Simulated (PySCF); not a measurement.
C6H7N3S.
SMILES with atom numbers: `[CH3:1][N:2]([CH3:3])[c:4]1[cH:5][n:6][c:7]([C:8]#[N:9])[s:10]1` (hydrogens: H11, H12, H13 on C1; H14, H15, H16 on C3; H17 on C5)

Theory: PySCF, PBE0-D3(BJ)/def2-SVP geometry optimisation, gas phase.

What internal coordinates does the optimisation give?

| bond | length (Å) |
| --- | --- |
| C1–N2, N2–C3 | 1.441 |
| N2–C4 | 1.358 |
| C4–C5 | 1.395 |
| C5–N6 | 1.347 |
| N6–C7 | 1.302 |
| C7–C8 | 1.418 |
| C8≡N9 | 1.161 |
| C7–S10 | 1.757 |
| C4–S10 | 1.735 |
| C1–H11 and 4 like bonds | 1.101 |
| C1–H12 | 1.107 |
| C5–H17 | 1.089 |

Bonds in one row agree within 0.01 Å and their mean is given. A selection of angles:
| angle | degrees |
| --- | --- |
| N2–C1–H11 | 110.2 |
| N2–C1–H12 | 112.9 |
| H11–C1–H12 | 108.1 |
| H12–C1–H13 | 108.5 |
| C1–N2–C3 | 119.4 |
| C1–N2–C4 | 119.7 |
| C3–N2–C4 | 117.8 |
| N2–C4–C5 | 128.8 |
| N2–C4–S10 | 122.0 |
| C5–C4–S10 | 109.1 |
| C4–C5–N6 | 115.6 |
| C4–C5–H17 | 124.5 |
| N6–C5–H17 | 119.8 |
| C5–N6–C7 | 112.2 |
| N6–C7–C8 | 125.8 |
| N6–C7–S10 | 114.3 |
| C8–C7–S10 | 120.0 |
| C7–C8–N9 | 178.2 |
| C4–S10–C7 | 88.8 |

Torsions: C1–N2–C4–C5 168° (antiperiplanar). The mirror-image conformer, all signs reversed, is as good.

The 2 C–C bonds span 1.395 Å (C4–C5, aromatic) to 1.418 Å (C7–C8, drawn single), a spread of 0.023 Å. N6 (pyridine-type nitrogen) is bent (angle 112.2°). The 5-membered ring C4–C5–N6–C7–S10 has internal angles of 88.8° to 115.6° (sum 540°, against 540° for a flat polygon); it is planar, 0.01 Å rms from its mean plane, widest ring torsion 1°. S10 (thiophene-type sulfur) is bent (angle 88.8°). The 2 C–S bonds span 1.735 Å (C4–S10, aromatic) to 1.757 Å (C7–S10, aromatic), a spread of 0.022 Å. The C–N distances run from 1.161 Å (C8≡N9, drawn triple) to 1.442 Å (N2–C3, drawn single), a spread of 0.281 Å. N2 (aniline-type nitrogen) is almost planar (angles 119.7°, 119.4° and 117.8°, sum 356.9°, 0.14 Å off the plane of its three neighbours).

Point group: C1 (no symmetry element, even within 0.4 Å). Whether it is a minimum is left open (no frequencies).

On one thread of an Arm Neoverse V1 (shared host), this took 85 s of wall time and 0.93 GiB of memory at its peak. That covers the optimisation of the geometry.
